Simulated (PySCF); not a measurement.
C2H7BO3, SMILES COB(O)CO.

Geometry: B3LYP-D3(BJ)/def2-SVP. Other conformers were not sampled.

The numbers are results of B3LYP-D3(BJ)/def2-SVP (PySCF), not measurements.

No scaling factor is applied to the harmonic values.

A small imaginary wavenumber (i) marks a very flat motion, where grid noise or a shallow saddle decides the sign.

```
mode  ν (cm⁻¹)  IR (km/mol)  Raman (Å⁴/amu)  depolarisation  moving atoms (share of kinetic energy)
----  --------  -----------  --------------  --------------  --------------------------------------
1          23i          0.0             0.1            0.75                                  H 95 %
2           84         12.5             0.7            0.73                  O 42 %, H 32 %, C 21 %
3          147         22.4             0.1            0.51                  O 44 %, H 31 %, C 22 %
4          189          7.0             0.7            0.69           O 49 %, C 22 %, H 20 %, B 9 %
5          253        103.2             1.1            0.74                          H 62 %, O 31 %
6          282         23.0             0.7            0.61                  O 46 %, H 42 %, C 12 %
7          396          1.2             3.2            0.36                  O 50 %, C 30 %, H 15 %
8          467          7.7             0.8            0.59           B 38 %, H 34 %, O 19 %, C 9 %
9          573          7.1             0.8            0.72          O 48 %, C 22 %, H 17 %, B 13 %
10         740         58.0             1.8            0.75                                  H 91 %
11         793          1.7             7.2            0.08                  O 51 %, C 31 %, H 14 %
12         876         44.1             0.1            0.24                  H 43 %, B 31 %, C 21 %
13         987        107.7             0.1            0.49          C 32 %, H 28 %, O 24 %, B 16 %
14        1052         50.8             5.6            0.44                  C 38 %, O 35 %, H 23 %
15        1114          7.1             3.0            0.53                  H 64 %, O 20 %, C 15 %
16        1131        104.5             6.4            0.74                  H 76 %, O 13 %, C 10 %
17        1184          0.7             2.2            0.75                          H 77 %, C 19 %
18        1204          7.9             4.5            0.73                   H 70 %, C 17 %, O 9 %
19        1282        109.7             2.3            0.74          H 58 %, O 15 %, C 14 %, B 13 %
20        1354         23.9             8.3            0.75                           H 84 %, O 8 %
21        1384        241.3             0.5            0.68          B 50 %, C 17 %, O 17 %, H 15 %
22        1433        197.7             5.3            0.53                  H 63 %, B 18 %, C 14 %
23        1439          6.0            15.6            0.69                                  H 94 %
24        1476          0.9            22.3            0.71                                  H 96 %
25        1478          3.1            17.9            0.75                                  H 96 %
26        1543        264.4             1.4            0.69                  B 45 %, H 33 %, O 20 %
27        3018         28.5           134.8            0.07                                  H 94 %
28        3022         60.2           134.9            0.02                                  H 98 %
29        3064         20.7            83.2            0.70                           H 91 %, C 9 %
30        3101         31.8            98.8            0.75                          H 90 %, C 10 %
31        3123         16.4            51.7            0.74                          H 90 %, C 10 %
32        3714        149.7            64.5            0.14                                  H 94 %
33        3829         36.7            68.0            0.29                                  H 94 %
```
